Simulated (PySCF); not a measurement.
Mapped SMILES: `[CH3:1][O:2][c:3]1[nH:4][cH:5][cH:6][p:7]1` (H(Xn): hydrogen on atom n).

[PySCF 2.14.0 with density-fitted response routines: GIAO PBE0/pcSseg-1 shieldings; GFN2-xTB geometry; no relativistic terms; single conformer; one averaged value for each set of equivalent atoms; isolated molecule]

Q: Predict the 2D correlation tables (HSQC, COSY, HMBC).

A: 

HSQC (one-bond C–H):
```csv
δH,δC
7.00 (H(C5)),120.6 (C5)
6.90 (H(C6)),127.6 (C6)
4.05 (H(C1)),60.4 (C1)
```

COSY cross peaks (H two or three bonds apart, from the bond graph; peaks can be absent where the dihedral angle is near 90°):
```csv
δH,δH
7.00 (H(C5)),6.90 (H(C6))
```

HMBC (two and three bonds, from the bond graph):
```csv
δH,δC
7.00 (H(C5)),"194.4 (C3), 127.6 (C6)"
6.90 (H(C6)),"194.4 (C3), 120.6 (C5)"
4.05 (H(C1)),194.4 (C3)
```

References, each an isolated molecule treated in the same way: ¹H (σref 31.72), ¹³C (σref 186.93) vs TMS.

Exchangeable OH/NH protons stand at their gas-phase positions; hydrogen bonding in a real sample shifts them, mostly to higher δ. Shifts are as computed. Against solution values, carbons near 30 ppm lie about +3 ppm off and those near 130 ppm about +5 ppm. Of 1211 compounds with measured shifts, 218 miss one by over three times the rms of a fit or turn the order of signals round; such compounds aren't used in these exercises.
